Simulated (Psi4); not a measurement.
C₂H₃O (SMILES [CH2]C=O), doublet, geometry from GFN2-xTB; B3LYP/6-31G in Psi4.

Input for Psi4:
```
memory 2 GB

molecule {
0 2
O     1.10060237    0.24623812   -0.40163761
C     0.04080672    0.35782363    0.20588499
H    -0.13643991    1.23632292    0.85189864
C    -1.01342987   -0.57729769    0.14786655
H    -1.92306138   -0.43095485    0.70132559
H    -0.90957881   -1.45842865   -0.46263256
}

set {
  basis 6-31g
  reference uks
}

energy('b3lyp')
print_variables()
```

The log (banner, timings and long lists left out):

```
   => Loading Basis Set <=

    Name: 6-31G
    Role: ORBITAL
    Keyword: BASIS

         ---------------------------------------------------------
                                   SCF
               by Justin Turney, Rob Parrish, Andy Simmonett
                          and Daniel G. A. Smith
                              UKS Reference
         ---------------------------------------------------------

  ==> Geometry <==

    Molecular point group: c1
    Full point group: C1

    Geometry (in Angstrom), charge = 0, multiplicity = 2:

       Center              X                  Y                   Z               Mass
    ------------   -----------------  -----------------  -----------------  -----------------
         O            1.032253696092     0.231205056474    -0.376531714077    15.994914619570
         C           -0.027541953908     0.342790566474     0.230990885923    12.000000000000
         H           -0.204788583908     1.221289856474     0.877004535923     1.007825032230
         C           -1.081778543908    -0.592330753526     0.172972445923    12.000000000000
         H           -1.991410053908    -0.445987913526     0.726431485923     1.007825032230
         H           -0.977927483908    -1.473461713526    -0.437526664077     1.007825032230

  Running in c1 symmetry.

  Rotational constants: A =      2.32646  B =      0.38325  C =      0.32904 [cm^-1]
  Rotational constants: A =  69745.53229  B =  11489.48415  C =   9864.46760 [MHz]
  Nuclear repulsion =   63.953259449400115

  Charge       = 0
  Multiplicity = 2
  Electrons    = 23
  Nalpha       = 12
  Nbeta        = 11

  ==> Algorithm <==

  SCF Algorithm Type is DF.
  DIIS enabled.
  MOM disabled.
  Fractional occupation disabled.
  Guess Type is SAD.
  Energy threshold   = 1.00e-06
  Density threshold  = 1.00e-06
  Integral threshold = 1.00e-12

  ==> Primary Basis <==

  Basis Set: 6-31G
    Blend: 6-31G
    Number of shells: 21
    Number of basis functions: 33
    Number of Cartesian functions: 33
    Spherical Harmonics?: false
    Max angular momentum: 1

  ==> DFT Potential <==

   => LibXC <=

    Version 7.1.2
    S. Lehtola, C. Steigemann, M. J. T. Oliveira, and M. A. L. Marques,  SoftwareX 7, 1–5 (2018) (10.1016/j.softx.2017.11.002)

   => Composite Functional: B3LYP <=

    B3LYP Hyb-GGA Exchange-Correlation Functional

    P. J. Stephens, F. J. Devlin, C. F. Chabalowski, and M. J. Frisch,  J. Phys. Chem. 98, 11623 (1994) (10.1021/j100096a001)

    Deriv               =              1
    GGA                 =           TRUE
    Meta                =          FALSE

    Exchange Hybrid     =           TRUE
    MP2 Hybrid          =          FALSE

   => Exchange Functionals <=

    0.0800   Slater exchange
    0.7200         Becke 88

   => Exact (HF) Exchange <=

    0.2000               HF

   => Correlation Functionals <=

    0.1900   Vosko, Wilk & Nusair (VWN5_RPA)
    0.8100   Lee, Yang & Parr

   => LibXC Density Thresholds  <==

    XC_HYB_GGA_XC_B3LYP:  1.00E-15

   => Molecular Quadrature <=

    Radial Scheme          =       TREUTLER
    Pruning Scheme         =           NONE
    Nuclear Scheme         =       TREUTLER

    Blocking Scheme        =         OCTREE
    BS radius alpha        =              1
    Pruning alpha          =              1
    Radial Points          =             75
    Spherical Points       =            302
    Total Points           =         129147
    Total Blocks           =           1042
    Max Points             =            256
    Max Functions          =             33
    Weights Tolerance      =       1.00E-15

   => Loading Basis Set <=

    Name: (6-31G AUX)
    Role: JKFIT
    Keyword: DF_BASIS_SCF

  ==> Integral Setup <==

  SCF_SUBTYPE=INCORE selected. In-core MEM_DF algorithm will be used.
  Using in-core AOs.

  ==> MemDFJK: Density-Fitted J/K Matrices <==

    J tasked:                   Yes
    K tasked:                   Yes
    wK tasked:                   No
    Algorithm:                 Core
    Schwarz Cutoff:           1E-12
    Mask sparsity (%):       0.1837
    Fitting Condition:        1E-10

   => Auxiliary Basis Set <=

  Basis Set: (6-31G AUX)
    Blend: CC-PVDZ-JKFIT
    Number of shells: 99
    Number of basis functions: 318
    Number of Cartesian functions: 318
    Spherical Harmonics?: false
    Max angular momentum: 3

  Minimum eigenvalue in the overlap matrix is 8.5562508162E-03.
  Reciprocal condition number of the overlap matrix is 1.9781133388E-03.
    Using symmetric orthogonalization.

  ==> Pre-Iterations <==

  SCF Guess: Superposition of Atomic Densities via on-the-fly atomic UHF (no occupation information).

   -------------------------
    Irrep   Nso     Nmo
   -------------------------
     A         33      33
   -------------------------
    Total      33      33
   -------------------------

  ==> Iterations <==

                           Total Energy        Delta E     RMS |[F,P]|

   @DF-UKS iter SAD:  -152.64642464107376   -1.52646e+02   0.00000e+00
   @DF-UKS iter   1:  -152.97932723092944   -3.32903e-01   1.65262e-02 ADIIS/DIIS
   @DF-UKS iter   2:  -152.77463029656323    2.04697e-01   2.72446e-02 ADIIS/DIIS
   @DF-UKS iter   3:  -153.10291102556747   -3.28281e-01   6.06559e-03 ADIIS/DIIS
   @DF-UKS iter   4:  -153.12276216889802   -1.98511e-02   1.77740e-03 ADIIS/DIIS
   @DF-UKS iter   5:  -153.12444373150484   -1.68156e-03   3.42341e-04 ADIIS/DIIS
   @DF-UKS iter   6:  -153.12454241507416   -9.86836e-05   1.85842e-04 ADIIS/DIIS
   @DF-UKS iter   7:  -153.12459038233681   -4.79673e-05   4.69819e-05 DIIS
   @DF-UKS iter   8:  -153.12459599834614   -5.61601e-06   1.02094e-05 DIIS
   @DF-UKS iter   9:  -153.12459635312257   -3.54776e-07   4.84419e-06 DIIS
   @DF-UKS iter  10:  -153.12459638657054   -3.34480e-08   7.37141e-07 DIIS
  Energy and wave function converged.

  ==> Post-Iterations <==

   Electrons on quadrature grid:
      Nalpha   =   11.9999996408 ; deviation = -3.592e-07
      Nbeta    =   10.9999998846 ; deviation = -1.154e-07
      Ntotal   =   22.9999995254 ; deviation = -4.746e-07

   @Spin Contamination Metric:   1.938068386E-02
   @S^2 Expected:                7.500000000E-01
   @S^2 Observed:                7.693806839E-01
   @S   Expected:                5.000000000E-01
   @S   Observed:                5.000000000E-01

    Orbital Energies [Eh]
    ---------------------

    Alpha Occupied:

       1A    -19.159056     2A    -10.271141     3A    -10.229208
       4A     -1.074834     5A     -0.775119     6A     -0.588132
       7A     -0.508225     8A     -0.456123     9A     -0.424167
      10A     -0.415511    11A     -0.271112    12A     -0.268596

    Alpha Virtual:

      13A      0.007114    14A      0.108995    15A      0.124839
      16A      0.169054    17A      0.265580    18A      0.301850
      19A      0.504197    20A      0.550174    21A      0.583953
      22A      0.621961    23A      0.633371    24A      0.697221
      25A      0.824243    26A      0.880311    27A      0.922547
      28A      0.933366    29A      0.963585    30A      1.045202
      31A      1.110118    32A      1.208213    33A      1.743328

    Beta Occupied:

       1A    -19.149180     2A    -10.273655     3A    -10.218035
       4A     -1.057168     5A     -0.747282     6A     -0.580813
       7A     -0.500959     8A     -0.446484     9A     -0.407555
      10A     -0.385096    11A     -0.257589

    Beta Virtual:

      12A     -0.135159    13A      0.042448    14A      0.113894
      15A      0.130858    16A      0.171846    17A      0.267824
      18A      0.307952    19A      0.527971    20A      0.558215
      21A      0.609482    22A      0.629812    23A      0.639167
      24A      0.699302    25A      0.829412    26A      0.881614
      27A      0.931808    28A      0.939150    29A      0.998295
      30A      1.059051    31A      1.116522    32A      1.210588
      33A      1.755269

    Final Occupation by Irrep:
              A
    DOCC [    11 ]
    SOCC [     1 ]
    NA   [    12 ]
    NB   [    11 ]

  @DF-UKS Final Energy:  -153.12459638657054

   => Energetics <=

    Nuclear Repulsion Energy =             63.9532594494001145
    One-Electron Energy =                -333.7557705230381089
    Two-Electron Energy =                 133.2789302686517772
    DFT Exchange-Correlation Energy =     -16.6010155815842992
    Empirical Dispersion Energy =           0.0000000000000000
    VV10 Nonlocal Energy =                  0.0000000000000000
    Total Energy =                       -153.1245963865705448

  UHF NO Occupations:
  HONO-2 :   10  A 1.9994352
  HONO-1 :   11  A 1.9912854
  HONO-0 :   12  A 1.0000000
  LUNO+0 :   13  A 0.0087146
  LUNO+1 :   14  A 0.0005648
  LUNO+2 :   15  A 0.0001975
  LUNO+3 :   16  A 0.0001432

Computation Completed

Properties will be evaluated at   0.000000,   0.000000,   0.000000 [a0]

Properties computed using the SCF density matrix

 Multipole Moments:

 ------------------------------------------------------------------------------------
     Multipole            Electronic (a.u.)      Nuclear  (a.u.)        Total (a.u.)
 ------------------------------------------------------------------------------------

 L = 1.  Multiply by 2.5417464519 to convert [e a0] to [Debye]
 Dipole X            :          1.8908183           -2.9706864           -1.0798681
 Dipole Y            :          0.4818057           -0.6533925           -0.1715869
 Dipole Z            :         -0.6527956            1.0911952            0.4383996
 Magnitude           :                                                    1.1780286

 ------------------------------------------------------------------------------------

  Variable Map:
  ----------------------------------------------------------------------------
  "CURRENT ENERGY"              =>    -153.124596386571
  "CURRENT REFERENCE ENERGY"    =>    -153.124596386571
  "DD SOLVATION ENERGY"         =>       0.000000000000
  "DFT FUNCTIONAL TOTAL ENERGY" =>    -153.124596386571
  "DFT TOTAL ENERGY"            =>    -153.124596386571
  "DFT VV10 ENERGY"             =>       0.000000000000
  "DFT XC ENERGY"               =>     -16.601015581584
  "GRID ELECTRONS ALPHA"        =>      11.999999640795
  "GRID ELECTRONS BETA"         =>      10.999999884580
  "GRID ELECTRONS TOTAL"        =>      22.999999525374
  "NUCLEAR REPULSION ENERGY"    =>      63.953259449400
  "ONE-ELECTRON ENERGY"         =>    -333.755770523038
  "PCM POLARIZATION ENERGY"     =>       0.000000000000
  "PE ENERGY"                   =>       0.000000000000
  "SCF ITERATION ENERGY"        =>    -153.124596386571
  "SCF ITERATIONS"              =>      10.000000000000
  "SCF TOTAL ENERGY"            =>    -153.124596386571
  "TWO-ELECTRON ENERGY"         =>     133.278930268652
  "XC GRID RADIAL POINTS"       =>      75.000000000000
  "XC GRID SPHERICAL POINTS"    =>     302.000000000000
  "XC GRID TOTAL POINTS"        =>  129147.000000000000

  Array Variable Map:
  ----------------------------------------------------------------------------
  "CURRENT DIPOLE"              =>      -1.079868063426 ... 0.438399637228 1 by 3
  "SCF DIPOLE"                  =>      -1.079868063426 ... 0.438399637228 1 by 3
  "SCF TOTAL ENERGIES"          =>    -152.646424641074 ... -153.124596386571 1 by 11
```
